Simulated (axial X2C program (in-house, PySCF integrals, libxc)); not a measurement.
## Correcting the dissociation energy of MnCl⁺ for spin–orbit coupling

A spin-free CCSD(T) curve (one-electron X2C) was computed with an in-house relativistic program for diatomic molecules, basis Mn dyall-cv3z [9s10p6d3f2g], Cl dyall-av3z [9s8p3d2f] (cores contracted in-house), for the state M_S = 5/2, Λ = 0 (beyond evenly filled blocks: σα, π+α, π-α, δ+α, δ-α). It gives D0 = 2.827 eV to Mn+ + Cl, which in a spin-free picture are the weighted means of the ground terms.

Correlated methods: 13 electrons correlated (number of frozen shells: Mn 3 s, 2 p; Cl 2 s, 1 p), 261 virtual spin orbitals or spinors in MP2, 90 natural virtuals in coupled cluster.

Measured levels of the ground terms (NIST Handbook of Basic Atomic Spectroscopic Data), in cm⁻¹: Mn+ 7S: J = 3 at 0; Cl 2P: J = 3/2 at 0, J = 1/2 at 882.4.

The molecular state has Λ = 0, so it has no first-order lowering.

**Question.** How far does each ground level lie under the (2J+1)-weighted mean of its term?

**Answer.** Mn+: a single level, 0; Cl: (4 × 0 + 2 × 882.4)/6 = 294 cm⁻¹.

**Question.** Correct D0.

**Answer.** D0 = 2.827 + (0 − 294)/8065.5 = 2.791 eV at CCSD(T) with these spin–orbit terms. The direct two-component run gives 2.792 eV; the difference holds second-order terms in the molecule, scalar two-electron terms, the gap between measured and computed atomic splittings (a 2c atom can miss part of its lowering) and, in coupled cluster, the truncation of each run.

Second-order spin–orbit effects in the molecule, which grow quickly with Z, are left out. One determinant describes the state; a PBE0 search over occupations chose it and may have missed a lower one. De is counted from the lowest determinant-based energies of the atoms at the same level, without counterpoise correction. Coupled cluster ran in a truncated set of natural virtual spinors; the MP2 energy of the rest was added. (T) has no such correction and the atoms are truncated less, which lowers De at CCSD(T) by a hundredth of an eV or more.
